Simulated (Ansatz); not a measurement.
Relaxation of Zr₃O₆ with RKS PBE-D4/def2-SVP.

```sh
$ ansatz run in.yaml --threads 4 --pin off --events-out ev --progress --plain --max-ram 6963MiB
```

```yaml
crystal:
  periodic: [false, false, false]
  atoms:
    - {symbol: Zr, position_ang: [1.913590, 0.179790, 0.709100]}
    - {symbol: Zr, position_ang: [-0.413160, -1.655180, -0.195640]}
    - {symbol: Zr, position_ang: [-0.680640, 1.546920, -0.298440]}
    - {symbol: O, position_ang: [1.703210, -1.368960, -0.329920]}
    - {symbol: O, position_ang: [-1.650370, 2.986670, -0.031100]}
    - {symbol: O, position_ang: [-1.311190, -0.145870, -1.076790]}
    - {symbol: O, position_ang: [1.446260, 1.591100, -0.438030]}
    - {symbol: O, position_ang: [0.156760, 0.059020, 1.465850]}
    - {symbol: O, position_ang: [-1.164460, -3.193470, 0.194960]}
basis:
  gaussian: {orbitals: def2-SVP}
hamiltonian: {xc: pbe, dispersion: d4}
scf: {lower_state_search: "off"}
output: {orbitals: {seedname: orbitals}}
relax: {f_tol: 0.03, max_steps: 70}
```

Run time 24 s (4 threads of Arm Neoverse V1 on a shared host).

Positions (Å) and forces (eV/Å) at steps 1, 2, 3, 4, 5, 6, 7, 8 of 8:

```xyz
9
step=1 energy=-16117.2275 eV
Zr    1.914    0.180    0.709    1.091    0.107    0.664
Zr   -0.413   -1.655   -0.196    1.395    0.577    0.654
Zr   -0.681    1.547   -0.298    1.460   -0.316    0.714
O     1.703   -1.369   -0.330   -0.315   -0.442   -0.079
O    -1.650    2.987   -0.031   -0.804    0.836    0.081
O    -1.311   -0.146   -1.077   -1.239   -0.124   -0.760
O     1.446    1.591   -0.438   -0.342    0.392   -0.113
O     0.157    0.059    1.466   -0.593   -0.091   -1.324
O    -1.164   -3.193    0.195   -0.652   -0.939    0.163
9
step=2 energy=-16117.4831 eV
Zr    2.008    0.188    0.727   -0.636   -0.085   -0.535
Zr   -0.394   -1.657   -0.152    0.032    0.596   -0.122
Zr   -0.658    1.556   -0.254    0.087   -0.581   -0.113
O     1.717   -1.386   -0.286    0.404    0.081    0.087
O    -1.701    2.985   -0.050   -0.048    0.057    0.141
O    -1.376   -0.149   -1.041   -0.085    0.013   -0.108
O     1.464    1.615   -0.394    0.433    0.000    0.095
O     0.151    0.053    1.272   -0.142    0.002    0.407
O    -1.210   -3.204    0.178   -0.043   -0.082    0.148
9
step=3 energy=-16117.5472 eV
Zr    1.978    0.184    0.724    0.091    0.006   -0.126
Zr   -0.384   -1.626   -0.180   -0.286   -0.166   -0.053
Zr   -0.642    1.526   -0.282   -0.329    0.119   -0.085
O     1.739   -1.390   -0.290    0.166    0.108    0.084
O    -1.702    2.933    0.015    0.151   -0.181    0.063
O    -1.381   -0.151   -1.104    0.019    0.016    0.018
O     1.487    1.622   -0.399    0.201   -0.076    0.100
O     0.122    0.051    1.278   -0.133   -0.011   -0.049
O    -1.217   -3.150    0.239    0.119    0.185    0.048
9
step=4 energy=-16117.5819 eV
Zr    1.976    0.181    0.744    0.156    0.022    0.108
Zr   -0.380   -1.613   -0.258    0.006   -0.140    0.123
Zr   -0.636    1.510   -0.360    0.010    0.118    0.103
O     1.778   -1.388   -0.269   -0.013   -0.113   -0.140
O    -1.719    2.833    0.144    0.097   -0.086   -0.001
O    -1.401   -0.153   -1.186    0.093    0.024    0.027
O     1.532    1.627   -0.370   -0.040    0.110   -0.154
O     0.092    0.044    1.189   -0.389   -0.025   -0.050
O    -1.242   -3.043    0.365    0.079    0.091   -0.017
9
step=5 energy=-16116.9605 eV rejected
Zr    1.989    0.187    0.794   -3.167   -0.220   -2.691
Zr   -0.362   -1.613   -0.219   -1.105    0.823   -1.420
Zr   -0.609    1.508   -0.337   -1.147   -0.596   -1.259
O     1.708   -1.378   -0.316    1.483    1.415    1.477
O    -1.630    2.826    0.260   -0.482    0.647    0.279
O    -1.307   -0.143   -1.317    0.292   -0.192    0.591
O     1.463    1.604   -0.434    1.898   -1.148    1.630
O    -0.090    0.042    1.109    2.664    0.074    1.002
O    -1.162   -3.033    0.460   -0.435   -0.803    0.390
9
step=6 energy=-16117.5813 eV rejected
Zr    1.948    0.181    0.746    0.199    0.017    0.093
Zr   -0.372   -1.633   -0.269   -0.005    0.117    0.016
Zr   -0.627    1.529   -0.376    0.016   -0.121    0.015
O     1.798   -1.387   -0.279   -0.149   -0.064    0.002
O    -1.725    2.813    0.187    0.044    0.006    0.018
O    -1.368   -0.150   -1.180   -0.064   -0.012   -0.227
O     1.555    1.634   -0.380   -0.169    0.031    0.005
O     0.045    0.040    1.146    0.084    0.025    0.070
O    -1.254   -3.026    0.405    0.043    0.001    0.009
9
step=7 energy=-16117.5898 eV
Zr    1.966    0.182    0.752   -0.058    0.010   -0.011
Zr   -0.378   -1.616   -0.258   -0.103   -0.029   -0.009
Zr   -0.632    1.512   -0.364   -0.105    0.039   -0.007
O     1.773   -1.380   -0.275    0.065   -0.075   -0.027
O    -1.704    2.833    0.168    0.062   -0.059   -0.003
O    -1.390   -0.152   -1.203    0.105   -0.003    0.073
O     1.530    1.619   -0.378    0.058    0.077   -0.028
O     0.065    0.044    1.173   -0.063   -0.007    0.018
O    -1.229   -3.043    0.386    0.040    0.046   -0.006
9
step=8 energy=-16117.5926 eV
Zr    1.956    0.183    0.747    0.009    0.003    0.004
Zr   -0.379   -1.620   -0.263   -0.005    0.001   -0.006
Zr   -0.631    1.516   -0.373   -0.006   -0.008   -0.007
O     1.778   -1.387   -0.274    0.001   -0.004    0.003
O    -1.706    2.819    0.191   -0.002    0.004    0.007
O    -1.373   -0.153   -1.212    0.003    0.002   -0.002
O     1.535    1.630   -0.379    0.003    0.005    0.000
O     0.054    0.045    1.161   -0.001    0.001   -0.003
O    -1.236   -3.032    0.403   -0.002   -0.004    0.005
```

In the def2 sets Zr takes a core potential; there is no spin–orbit coupling. The relaxation made no stability test and no search for a lower SCF solution. The structure comes from a short search, and lower isomers may exist.
